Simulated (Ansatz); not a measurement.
Geometry optimisation of GaBr₃.

```yaml
crystal:
  periodic: [false, false, false]
  atoms:
    - {symbol: Ga, position_ang: [-0.000670, 0.000200, -0.000500]}
    - {symbol: Br, position_ang: [2.293930, -0.027150, 0.012930]}
    - {symbol: Br, position_ang: [-1.123040, 1.999430, -0.016830]}
    - {symbol: Br, position_ang: [-1.170210, -1.972480, 0.004400]}
basis:
  gaussian: {orbitals: def2-SVP}
hamiltonian: {xc: pbe, dispersion: d4}
scf: {lower_state_search: "off"}
output: {orbitals: {seedname: orbitals}}
relax: {f_tol: 0.02, max_steps: 100}
```

```sh
$ ansatz run in.yaml --threads 2 --pin off --events-out ev --progress --plain --max-ram 32768MiB --backend cpu
```

Shortened log:

```
Functional definition: PBE
mean field -262450.03466621 eV, -9644.8608789603 hartree, gradient 8.2e-6 eV, S^2 0.000000; 0 other end points of the search recorded, 0 dependent functions left out
relax step   1: F+E_penalty+E_count = -262450.21277482 eV  Δ(F+E_penalty+E_count) = +0.000e0 eV  max|allowed force component| = 1.469e-1 eV/Å  Δτ_max = 0.0000 Å  (13 SCF iters, accepted)
mean field -262450.03569726 eV, -9644.8609168508 hartree, gradient 2.0e-6 eV, S^2 0.000000; 0 other end points of the search recorded, 0 dependent functions left out
relax step   2: F+E_penalty+E_count = -262450.21474774 eV  Δ(F+E_penalty+E_count) = -1.973e-3 eV  max|allowed force component| = 2.314e-3 eV/Å  Δτ_max = 0.0104 Å  (20 SCF iters, accepted)
Total energy: -262450.21478155 eV, -9644.8674980772 hartree
Atom 0 at    -0.000244     0.000069    -0.000201 Å, force     0.002314    -0.000650     0.000596 eV/Å
Atom 1 at     2.283517    -0.027092     0.012774 Å, force    -0.000481     0.000157    -0.000197 eV/Å
Atom 2 at    -1.118234     1.991418    -0.016859 Å, force    -0.000960     0.000691    -0.000202 eV/Å
Atom 3 at    -1.165028    -1.964396     0.004286 Å, force    -0.000873    -0.000198    -0.000197 eV/Å
Dipole moment:    -0.000360     0.000101    -0.000126 e Å
Checks for a lower state left out: stability, starts, cluster_reference, orbital_swaps, neighbouring_geometries, increment
```

Hardware: 2 threads of AMD EPYC 7R13 on a shared host. Wall time 2.6 s.
